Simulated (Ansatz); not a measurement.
The cluster Ag₂Au, 3 atoms. Hardware: 4 threads of Arm Neoverse V1 on a shared host.

In the def2 sets Ag, Au take a core potential; there is no spin–orbit coupling. Correlated methods freeze no core orbitals; core or outer-core shells of Au, Ag are correlated, in sets that lack core-valence functions.

**Question.** How many basis functions does each of these Ansatz runs have, and roughly what does it cost? PBE0-D4/def2-TZVP, charge 1 triplet at the geometry of the charge 0 doublet, energy; PBE-D4/def2-TZVP, charge 1 singlet at the geometry of the charge 0 doublet, energy, from earlier orbitals; r2SCAN-D4/def2-TZVP, charge 0 quartet, relaxation, 4 steps; r2SCAN0-D4/def2-TZVP, charge 0 quartet, energy, from earlier orbitals; r2SCAN0-D4/def2-TZVP, charge 0 doublet, energy, from earlier orbitals; PBE0-D4/def2-TZVP, charge 0 doublet, energy, from earlier orbitals; r2SCAN-D4/def2-TZVP, charge 0 doublet, relaxation, 3 steps; r2SCAN-D4/def2-TZVP, charge 0 doublet, energy, from earlier orbitals; PBE0-D4/def2-TZVP, charge 1 singlet at the geometry of the charge 0 doublet, energy; CCSD(T)/def2-TZVP, charge 1 singlet at the geometry of the charge 0 doublet, energy, from earlier orbitals; PBE0-D4/def2-TZVP, charge 0 quartet, energy, from earlier orbitals; PBE0-D4/def2-SVP, charge 0 doublet, energy, from earlier orbitals.

**Answer.** Other jobs shared the machine, so times can vary by a factor of up to 3. A dash marks memory too small to be measured apart from the calling script's.

| run | functions | fitting or Cholesky vectors | wall time | peak host memory (GiB) |
| --- | --- | --- | --- | --- |
| PBE-D4/def2-TZVP, charge 1 singlet at the geometry of the charge 0 doublet, energy, from earlier orbitals | 120 | 1064 | 1.3 s | – |
| PBE0-D4/def2-TZVP, charge 1 singlet at the geometry of the charge 0 doublet, energy | 120 | 1183 | 1.5 s | – |
| PBE0-D4/def2-SVP, charge 0 doublet, energy, from earlier orbitals | 94 | 982 | 2.9 s | – |
| PBE0-D4/def2-TZVP, charge 1 triplet at the geometry of the charge 0 doublet, energy | 120 | 1156 | 4.9 s | – |
| r2SCAN-D4/def2-TZVP, charge 0 doublet, energy, from earlier orbitals | 120 | 1064 | 5.5 s | – |
| r2SCAN0-D4/def2-TZVP, charge 0 quartet, energy, from earlier orbitals | 120 | 1156 | 7.5 s | – |
| r2SCAN0-D4/def2-TZVP, charge 0 doublet, energy, from earlier orbitals | 120 | 1156 | 7.5 s | – |
| PBE0-D4/def2-TZVP, charge 0 quartet, energy, from earlier orbitals | 120 | 1156 | 7.5 s | – |
| PBE0-D4/def2-TZVP, charge 0 doublet, energy, from earlier orbitals | 120 | 1156 | 10 s | – |
| r2SCAN-D4/def2-TZVP, charge 0 doublet, relaxation, 3 steps | 120 | 1064 | 11 s | – |
| r2SCAN-D4/def2-TZVP, charge 0 quartet, relaxation, 4 steps | 120 | 1064 | 15 s | – |
| CCSD(T)/def2-TZVP, charge 1 singlet at the geometry of the charge 0 doublet, energy, from earlier orbitals | 120 | 1156 | 16 s | 0.78 |
